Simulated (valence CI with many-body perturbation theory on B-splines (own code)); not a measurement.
A CI+MBPT run for Ba XVIII

Calculated by valence CI with perturbative core correlation (CI+MBPT): three valence electrons over a frozen Dirac-Fock core [Kr], radial functions for each j: 6 s, 6 p, 5 d, 5 f, 1 g, with the one-electron correlation potential Σ1 (screened to all orders), the two-electron term Σ2, the three-electron term Σ3, Breit, model QED; selected single and double excitations, second order for the rest, scaled by the run's own slope (own B-spline code, finite nucleus).

Command, and the settings that its task file holds:

```sh
python run_cv.py task.json out
```

```
atom Ba  Z=56  mass_number=138  rms_radius_fm=4.8378
core [Kr]
valence 4d3
avg = 1
basis = S
breit = 1
cap = 20000
capref = 1200
cscale = 1
de = 0.0
dress = 0
eps = 2e-08
extrap = 1
h = 0.27
hh = 1
l2 = 3
lcore = 6
maxit = 60
n2 = 5
natural = 1
nlev = 30
nno = [3, 3, 3, 3, 1]
nroot = 26
nsp = [3, 3, 2, 2, 0]
pt2 = 1
qed = 1
rpa = 1
s1 = 1
s2 = 1
s3 = 1
screen = 1
tol = 2e-05
whole = 1
```

It took 38 s on 1 thread of Arm Neoverse V1 (shared host).

Log. The first blocks belong to the next ion, which gives the ionisation energy. Fields: 2J, parity (1 odd), roots, reference size, generating configurations, candidates as configurations/state functions, variational space P, stored matrix elements, Davidson steps; e2 is the range of second-order energies in hartree. The first line gives the box (bohr), its intervals, the orbitals and the steps of their self-consistent field. Window is the range of levels sought, series limit the energy at which the first omitted orbital would enter, core excitation an estimate of the first excitation out of the core, left out the lowest levels not solved, and shifts from estimates the range by which levels moved from their first estimate, all in cm⁻¹.

```
rmax 8.3 intervals 61 orbitals 40 references ['4d3', '4d2 4f', '4d2 5s', '4d2 5p'] scf 5 t 1.6
2J=4 par=0 roots 2 ref 42 generators 3 cand 266/266 P 308/308 nnz 0 it 0
2J=4 par=0 roots 2 ref 42 generators 8 cand 22/22 P 330/330 nnz 0 it 0
   second order: generators 12 cand 5/5 e2 -0.00000 -0.00000
2J=6 par=0 roots 2 ref 32 generators 3 cand 229/229 P 261/261 nnz 0 it 0
2J=6 par=0 roots 2 ref 32 generators 11 cand 14/14 P 275/275 nnz 0 it 0
   second order: generators 16 cand 7/7 e2 -0.00000 -0.00000
2J=0 par=0 roots 2 ref 17 generators 4 cand 104/104 P 121/121 nnz 0 it 0
2J=0 par=0 roots 2 ref 17 generators 6 cand 4/4 P 125/125 nnz 0 it 0
   second order: generators 12 cand 0/0 e2 -0.00000 -0.00000
reference levels 516, estimated 19, window 139113 1/cm; series limit 2223055, core excitation 711971
2J=3 par=0 roots 5 ref 42 generators 9 cand 135/342 P 747/1825 nnz 0 it 4
2J=3 par=0 roots 5 ref 42 generators 10 cand 169/515 P 916/2340 nnz 0 it 5
   second order: generators 17 cand 1372/3087 e2 -0.00001 -0.00000
2J=5 par=0 roots 5 ref 48 generators 5 cand 131/370 P 733/2057 nnz 0 it 4
2J=5 par=0 roots 5 ref 48 generators 8 cand 178/699 P 911/2756 nnz 1.6e+06 it 5
   second order: generators 15 cand 1496/3907 e2 -0.00001 -0.00000
2J=7 par=0 roots 3 ref 41 generators 3 cand 131/346 P 675/1881 nnz 0 it 4
2J=7 par=0 roots 3 ref 41 generators 6 cand 117/436 P 792/2317 nnz 0 it 5
   second order: generators 11 cand 1328/3766 e2 -0.00001 -0.00000
2J=9 par=0 roots 3 ref 33 generators 4 cand 101/231 P 613/1507 nnz 0 it 4
2J=9 par=0 roots 3 ref 33 generators 8 cand 73/250 P 686/1757 nnz 0 it 5
   second order: generators 12 cand 1295/3586 e2 -0.00001 -0.00000
2J=1 par=0 roots 2 ref 24 generators 4 cand 125/196 P 624/985 nnz 0 it 0
2J=1 par=0 roots 2 ref 24 generators 6 cand 182/324 P 806/1309 nnz 0 it 4
   second order: generators 10 cand 845/1275 e2 -0.00000 -0.00000
2J=11 par=0 roots 1 ref 19 generators 1 cand 58/128 P 440/936 nnz 0 it 0
2J=11 par=0 roots 1 ref 19 generators 4 cand 59/174 P 499/1110 nnz 0 it 0
   second order: generators 7 cand 1175/2900 e2 -0.00001 -0.00001
left out: unestimated 861949, estimated none, shifts from estimates -15 to 2
operators 3.3
```

The Davidson iterations converged.

No measured levels were compared; by estimate terms of the open shell hold to 2 to 4 % of their energy, and close levels can change places. Only levels of the ground parity were solved; by the run's estimate the other parity begins above the list, which can be wrong where configurations are misplaced.

* Valence energy: -53.91702 hartree
* Ionisation energy: 455.69 eV (NIST: 455 ± 3 eV (theoretical))
* Reference configurations for the orbitals: 4d3, 4d2 4f, 4d2 5s, 4d2 5p
* Radial orbitals: 40
* Box radius: 8.296 bohr
* Largest variational space: 2756
* Lowest levels: 4d3 4F_3/2 0.0, 4d3 4F_5/2 15679, 4d3 4F_7/2 27361, 4d3 4P_3/2 33548, 4d3 4F_9/2 34166, 4d3 4P_1/2 38850, 4d3 2G_7/2 53510, 4d3 2H_9/2 55652, 4d3 4P_5/2 57040, 4d3 2D_3/2 [a] 65462, 4d3 2P_1/2 69561, 4d3 2H_11/2 73495, 4d3 2D_5/2 [a] 80075, 4d3 2G_9/2 86790 cm⁻¹

Names give the largest LS component (configuration and term), which can be under half, so a name can repeat, a term be missing and a line seem to break the LS rules; names also repeat where a configuration has a term twice. Letters in brackets count levels of one name in rising energy.
